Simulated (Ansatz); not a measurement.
Total energies of `C[Si](C)(C)C#Cc1ccc(-c2ccc(-c3ccc(-c4ccc(C#C[Si](C)(C)C)s4)s3)s2)s1` from Ansatz at PBE0-D4/def2-SVP, gas phase (1 Eh = 27.2114 eV = 2625.5 kJ/mol). The reference geometry is relaxed at PBE-D4/def2-SVP.

```json
{"state": "charge 0 singlet", "geometry": "reference", "energy (Eh)": "-3174.83374"}
{"state": "charge 1 doublet", "geometry": "reference", "energy (Eh)": "-3174.59917"}
{"state": "charge -1 doublet", "geometry": "reference", "energy (Eh)": "-3174.88995"}
{"state": "free C atom (triplet)", "geometry": "–", "energy (Eh)": "-37.76066"}
{"state": "free Si atom (triplet)", "geometry": "–", "energy (Eh)": "-289.15194"}
{"state": "free S atom (triplet)", "geometry": "–", "energy (Eh)": "-397.83788"}
{"state": "free H atom (doublet)", "geometry": "–", "energy (Eh)": "-0.50029"}
```

Single mean-field runs in def2-SVP are fitted with def2-universal-jkfit.

Problem. Work out the vertical ionisation energy to the doublet.

Solution. E(charge 1 doublet) − E(charge 0 singlet) = -3174.59917 − (-3174.83374) = 0.23457 Eh = 6.38 eV. For comparison, −ε of the highest occupied level is 5.37 eV at this level, 1.01 eV less.

Problem. Work out the vertical electron affinity, to the doublet.

Solution. E(charge 0 singlet) − E(charge -1 doublet) = -3174.83374 − (-3174.88995) = 0.05621 Eh = 1.53 eV. The basis lacks diffuse functions, which makes affinities too small.

Problem. Give the fundamental gap IE − EA, the Mulliken electronegativity (IE + EA)/2 and the hardness (IE − EA)/2.

Solution. From the values in Eh: IE − EA = 0.23457 − 0.05621 = 0.17836 Eh = 4.85 eV; (IE + EA)/2 = 3.96 eV; (IE − EA)/2 = 2.43 eV. The HOMO–LUMO gap of the same run is 2.91 eV, 1.94 eV smaller than the fundamental gap.

Problem. What is the binding energy per atom against free atoms?

Solution. Atoms: 26 × (-37.76066) + 2 × (-289.15194) + 4 × (-397.83788) + 26 × (-0.50029) = -3164.44010 Eh. Binding: -3164.44010 − (-3174.83374) = 10.39364 Eh = 282.83 eV, or 4.88 eV for each of 58 atoms (no zero-point energy, no counterpoise term).
